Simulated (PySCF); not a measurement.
UHF on Mo⁻ (molybdenum, charge -1), [Kr] 4d5 5s2, high-spin 6S determinant. All numbers are calculated (PySCF 2.14, scalar relativity by spin-free X2C-1e, in aug-cc-pVTZ-DK).

```
cycle= 1 E= -4046.07013174396  delta_E= -1.28e-10  |g|= 2.92e-06  |ddm|= 0.000133
converged SCF energy = -4046.07013174396  <S^2> = 9.3000061  2S+1 = 6.1806168
```

Highest occupied orbital energy: 0.259 eV; ⟨L²⟩ = 0.00; populations by l: s 10.00, p 18.00, d 15.00, f 0.00.

Problem. Can this result be used?

Solution. With care. Self-consistency was reached. ⟨S²⟩ = 9.30 against 8.75 shows spin contamination. At UHF the highest occupied level has a positive energy, so only the finite basis holds that electron.
